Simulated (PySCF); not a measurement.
**Electronic absorption of C2H6O3Si**

C2H6O3Si.
SMILES: `CO[SiH2]C(=O)O`

Theory: PySCF 2.14.0, density-fitted response routines, TDDFT PBE0/def2-SVPD, vertical, gas phase, core orbitals frozen in the response. Geometry: GFN2-xTB, one conformer, isolated molecule. Torsions of this conformer, `[CH3:1][O:2][SiH2:3][C:4](=[O:5])[OH:6]`: C1–O2–Si3–C4 49°, O2–Si3–C4–O5 -32°, H–O6–C4–Si3 180°.

```csv
state,E (eV),ν̃ (cm⁻¹),f,"main configurations (H = HOMO, L = LUMO)"
S1,4.96,40040,0.0029,H→L (92%)
S2,6.45,52050,0.0046,H-1→L (86%)
S3,6.72,54210,0.0022,H→L+1 (75%)
S4,7.01,56520,0.084,"H→L+2 (85%), H→L+1 (8%)"
S5,7.13,57490,0.016,H-2→L (83%)
S6,7.49,60420,0.0069,"H-1→L+1 (68%), H-1→L+2 (22%)"
S7,7.73,62360,0.075,H→L+3 (86%)
S8,7.92,63860,0.045,"H-3→L (30%), H-1→L+2 (27%), H→L+4 (23%)"
```

Triplets, Tamm–Dancoff:

```tsv
state	E (eV)	λ (nm)	main configurations (H = HOMO, L = LUMO)
T1	4.27	290.4	H→L (90%)
T2	5.68	218.4	H-3→L (90%)
T3	6.23	199.0	H-1→L (66%), H→L+1 (17%)
```

The lowest singlet comes at 250 nm (479 kJ/mol) in the ultraviolet; it is very weak; its leading configuration is HOMO→LUMO (92%). The most intense listed level is S4 at 7.01 eV (177 nm, f = 0.084), 2.04 eV above S1. Löwdin shares by element: HOMO oxygen 55% or more, carbon 13% or more, silicon 11% (atoms not listed hold the other 21%); LUMO oxygen 39% or more, carbon 37% or more, silicon 14%. The listed states span 2.95 eV, and the widest gap between neighbours is 1.49 eV (S1 to S2). Of the 8 states listed, 4 reach f = 0.01 and none stays under 0.0005. The oscillator strengths of these states sum to 0.237; summed over the whole spectrum of an exact calculation they would give the number of electrons, 56 (Thomas–Reiche–Kuhn). Only the lowest 8 singlets were computed, as vertical energies without vibronic structure.
